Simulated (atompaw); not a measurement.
## tellurium (Te): variants of one PAW (atompaw) potential

Base potential:

* Element: Te (Z = 52)
* Generator: atompaw 4.2.0.5
* Type: PAW
* Functional: PBEsol
* Relativity: scalar-relativistic
* Frozen core: [Kr]
* Valence charge: 16
* Reference configuration: 4d10 5s2 5p3 (charge +1)
* Partial waves: 5s (bound): rc 1.85 bohr; 5s channel at -1.4 Ry: rc 1.85 bohr; 5p (bound): rc 1.85 bohr; 5p channel at 0.3 Ry: rc 1.70 bohr; 4d (bound): rc 1.85 bohr; 4d channel at -3 Ry: rc 1.15 bohr
* Local potential: troulliermartins scheme with l = 3 at 0 Ry, radius 1.75 bohr
* Core correction: smooth core density matched at 1.25 bohr
* Augmentation charge: besselshape compensation charge, radius 1.45 bohr; PAW radius 1.85 bohr; waves and projectors: custom rrkj gramschmidtortho

All-electron outer shells of the reference configuration (PBEsol, scalar-relativistic, ld1.x):

```tsv
shell	level (eV)	outermost node (bohr)	outermost maximum (bohr)
4p	-123.30	0.38	0.74
4d	-50.63	0.36	0.81
5s	-23.51	0.91	1.77
5p	-13.72	1.00	2.11
```

Cutoffs, loose and tight: the cutoffs (Ry, on a coarse ladder) from which the occupation-weighted sum of valence levels, in a spherical-Bessel basis at the reference potential, stays within 10 and 1 mRy of its value at 400 Ry. They see the waves, projectors and local potential, not the compensation charge or the core. A dash means not determined.

A true bound ghost makes a file unfit for plane-wave use even where its test errors are small: the radial tests pick states by their node count and pass the ghost by.

| change | outcome | cutoff, loose | cutoff, tight | bound ghosts |
| --- | --- | --- | --- | --- |
| base | generated | 35 Ry | 55 Ry | s, p |
| wave 5s channel at -1.4 Ry: rc 1.85 bohr becomes 5s channel at -0.7 Ry: rc 1.85 bohr | generated | 35 Ry | 55 Ry | s, p |
| wave 5s channel at -1.4 Ry: rc 1.85 bohr becomes 5s channel at -1.4 Ry: rc 0.98 bohr | failed: atompaw: The overlap operator has at least one negative eigenvalue! | – | – | – |
| all radii scaled by about 1.04 (s 1.92, p 1.92, d 1.92 bohr); local potential troulliermartins scheme with l = 3 at 0 Ry, radius 1.82 bohr; augmentation besselshape compensation charge, radius 1.50 bohr; PAW radius 1.92 bohr; waves and projectors: custom rrkj gramschmidtortho; core correction smooth core density matched at 1.30 bohr | generated | 30 Ry | 50 Ry | s, p |
| local potential troulliermartins scheme with l = 3 at 0 Ry, radius 1.42 bohr | failed: atompaw: The overlap operator has at least one negative eigenvalue! | – | – | – |
| augmentation besselshape compensation charge, radius 1.45 bohr; PAW radius 1.85 bohr; waves and projectors: custom polynom2 7 10 vanderbiltortho | failed: atompaw: The overlap operator has at least one negative eigenvalue! | – | – | – |
| augmentation besselshape compensation charge, radius 1.16 bohr; PAW radius 1.85 bohr; waves and projectors: custom rrkj gramschmidtortho | generated | 35 Ry | 55 Ry | s, p |
| wave 5p channel at 0.3 Ry: rc 1.70 bohr becomes 5p channel at 0.3 Ry: rc 1.58 bohr | generated | 35 Ry | 55 Ry | s, p |
